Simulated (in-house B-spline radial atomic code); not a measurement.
## Ionising Er³⁺ with different functionals

Computed with an all-electron radial atomic-structure program (B-spline basis): scalar-relativistic (spin-free X2C) Hamiltonian, Fermi nucleus of rms radius 5.2516 fm, spin-polarised at highest spin, spherical fractional occupations for the functionals, the average over the highest-spin determinants for Hartree-Fock. The ionisation energy is the difference of two self-consistent energies, [Xe] 4f11 → [Xe] 4f10, without Breit or QED terms; ε is the level of the shell that loses the electron (its least bound occupied spin orbital). There is no spin-orbit coupling in this Hamiltonian.

Hybrids are left out here: with spherical fractional occupations of an open shell their exact exchange keeps a self-interaction that integer-occupation calculations don't have.

| method | rung | ΔSCF (eV) | -ε(4f) (eV) |
| --- | --- | --- | --- |
| Hartree-Fock | Hartree-Fock | 38.80 | 44.78 |
| LDA VWN5 | LDA | 44.42 | 34.52 |
| LDA PW92 | LDA | 44.41 | 34.51 |
| LDA exchange-only | LDA | 42.39 | 32.58 |
| PBE | GGA | 43.98 | 34.11 |
| PBEsol | GGA | 44.05 | 34.17 |
| BLYP | GGA | 43.81 | 33.94 |
| RPBE | GGA | 43.90 | 34.03 |
| PW91 | GGA | 44.10 | 34.22 |
| BP86 | GGA | 44.13 | 34.24 |
| AM05 | GGA | 44.12 | 34.22 |
| OLYP | GGA | 44.36 | 34.43 |
| TPSS | meta-GGA | 43.66 | 33.81 |
| SCAN | meta-GGA | 43.42 | 33.64 |
| r2SCAN | meta-GGA | 43.30 | 33.47 |
| revTPSS | meta-GGA | 43.65 | 33.80 |

Q: How do they compare with the NIST value?

A: NIST lists 42.42 eV ± 0.04 (semi-empirical, ground level to ground level). Errors run from -3.62 to +2.00 eV; r2SCAN is closest (+0.88 eV), but part of that can be cancellation, since the calculations leave out spin-orbit coupling, Breit-QED terms, multiplet and fine-structure energies. Hartree-Fock also lacks correlation.
